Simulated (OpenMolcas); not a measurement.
## What dynamic correlation does to the levels of N³⁺

- Program: OpenMolcas 26.06
- Basis: ANO-R1 [3s2p1d]
- Scalar Hamiltonian: X2C, finite nucleus
- Active space: 2 electrons in 4 orbitals (2s 2p)
- State averaging: 2S+1 = 3 even, 3 roots; 2S+1 = 1 even, 6 roots; 2S+1 = 3 odd, 3 roots; 2S+1 = 1 odd, 3 roots
- Spin-orbit coupling: state interaction with AMFI integrals over the reference wave functions, term energies averaged over their components

Methods on the same reference wave functions:
A. CASSCF
B. SS-CASPT2, IPEA 0.25 Eh, imaginary shift 0.1 Eh (closed shells correlated: 1s)

Energies in cm⁻¹ above 2s² ¹S₀, the measured ground level; measured values from Moore, Selected Tables of Atomic Spectra, NSRDS-NBS 3, section 4.

```csv
Level,A,B,Measured
2s² ¹S₀,0.0,0.0,0.0
2s 2p ³P°₀,60642,59910,67209
2s 2p ³P°₁,60706,59973,67272
2s 2p ³P°₂,60832,60100,67416
2s 2p ¹P°₁,130375,123618,130694
2p² ³P₀,161145,160171,175535
2p² ³P₁,161207,160234,175608
2p² ³P₂,161331,160358,175733
```

Deviations, from unrounded energies. A percentage is the sum of absolute deviations over the sum of measured energies, with the sign that they share, or ± where signs differ.

```
           Against measurement  Levels     A      B
mean absolute deviation (cm-1)       7  9000  11000
      other configurations (%)       7  -7.4   -8.7
```

A lies closest to measurement on these levels. The largest miss of A in the table is 2p² ³P₂, by -14000 cm-1. The ranking rests on the paired levels alone, and a cruder setting can come out closer through cancelling errors.

The lowest spin-free term lies below A's lowest term by 0.002 hartree in B.

The basis is small and was not contracted for so high a charge. Measured partners are found by configuration, term and J. A level has none where our copy of the source lacks it or the pairing is in doubt (some pairs that miss far off the trend of their configuration count as doubtful), and it then counts in no deviation. Levels of configurations outside the active space are missing. The table leaves out levels that lie high or whose names do not pair safely across all columns.

° marks odd parity.
